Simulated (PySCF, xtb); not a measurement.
C4H3FOS, SMILES c1(cc(sc1)O)F. The values are those of a single conformer.

Harmonic wavenumbers (cm⁻¹) from GFN2-xTB (xtb 6.7.1) at its own minimum, in rising order: 214, 274, 294, 296, 405, 480, 503, 543, 564, 701, 706, 788, 868, 982, 1088, 1105, 1133, 1224, 1398, 1535, 1603, 3172, 3190, 3523.

What does PySCF 2.14.0 with PBE-D3(BJ)/def2-SVP give at its own minimum? (The exact figures need the calculation; the answer reports its results.)

150, 218, 276, 308, 427, 482, 525, 554, 598, 641, 694, 755, 842, 966, 1094, 1116, 1175, 1269, 1440, 1535, 1610, 3184, 3214, 3713. Paired by order, the mean absolute difference is 32 cm⁻¹ and the zero-point energies are 38.0 and 38.3 kcal/mol.
